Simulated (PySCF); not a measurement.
SMILES CC(C)(C)c1ccccc1F (GFN2-xTB optimised geometry):

```
24

C     -0.651    -2.281     1.262
C     -0.998    -1.477     0.001
C     -2.509    -1.230    -0.003
C     -0.646    -2.287    -1.256
C     -0.201    -0.181     0.000
C     -0.802     1.074     0.000
C     -0.063     2.246     0.000
C      1.318     2.203     0.000
C      1.951     0.974     0.000
C      1.193    -0.181     0.000
F      1.886    -1.347     0.000
H     -1.241    -3.195     1.292
H     -0.875    -1.698     2.153
H      0.398    -2.556     1.285
H     -2.822    -0.684     0.883
H     -2.817    -0.682    -0.891
H     -3.027    -2.187    -0.006
H      0.401    -2.572    -1.267
H     -1.244    -3.196    -1.289
H     -0.856    -1.704    -2.151
H     -1.876     1.153     0.001
H     -0.576     3.196     0.001
H      1.899     3.112     0.000
H      3.027     0.892     0.000
```

Method: PBE/def2-SVP run with PySCF.

What are the frontier orbital energies and the dipole moment?

HOMO-2 -7.51 eV, HOMO-1 -6.28 eV, HOMO -5.88 eV, LUMO -1.05 eV, LUMO+1 -0.86 eV; dipole moment 0.94 D.

Meta-Löwdin charges at PBE/def2-SVP: C1 -0.31, C2 0.07, C3 -0.31, C4 -0.31, C5 -0.02, C6 -0.11, C7 -0.12, C8 -0.10, C9 -0.14, C10 0.25, F11 -0.24, H12 0.10, H13 0.10, H14 0.11, H15 0.10, H16 0.10, H17 0.10, H18 0.11, H19 0.10, H20 0.10, H21 0.11, H22 0.11, H23 0.11, H24 0.12.
